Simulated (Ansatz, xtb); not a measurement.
## Ranking isomers of C5H5NO

3 gas-phase structures of C5H5NO, from a drawn sample of its isomers (lower ones may exist). Each was relaxed with GFN2-xTB; where two conformers were screened, the lower at r2SCAN-D4/def2-SVP is listed:

A. `C=C[C@@H]1O[C@@H]1C#N`, a singlet
B. `C=C[C@@H]1O[C@H]1C#N`, a singlet
C. `C=C[C@@]1(C#N)CO1`, a singlet

Task: Make a reasoned guess at their ranking by r2SCAN-D4/def2-SVP single-point energy.

Result: Calculated order at r2SCAN-D4/def2-SVP: A (0.0), B (0.3), C (2.5) kJ/mol. Less than 1 kcal/mol parts A and B; B and C, so the order within those pairs means little.

Energies above the lowest of each column, in kJ/mol; the last columns are at B3LYP/def2-SVP geometries:

```tsv
structure	GFN2-xTB	HF/STO-3G	r2SCAN-D4/def2-SVP	B3LYP/def2-SVP	CCSD(T)/def2-SVP + ΔMP2/def2-TZVPP
A	0.6	0.7	0.0	1.3	0.0
B	0.0	0.0	0.3	0.0	0.3
C	3.9	3.6	2.5	5.7	0.1
```

CCSD(T)/def2-SVP + ΔMP2/def2-TZVPP has A and B and C within 1 kcal/mol of each other at the bottom, and every level picks one of them. CCSD(T)/def2-SVP + ΔMP2/def2-TZVPP orders those it was run on as A (0.0), C (0.1), B (0.3) kJ/mol. Less than 1 kcal/mol parts A and C; C and B, so the order within those pairs means little. Flexible structures stand in one conformer each, not always the lowest. ΔMP2 is the change of the MP2 energy from the smaller to the larger basis.

Programs: Ansatz 0.2.0, xtb 6.7.1.
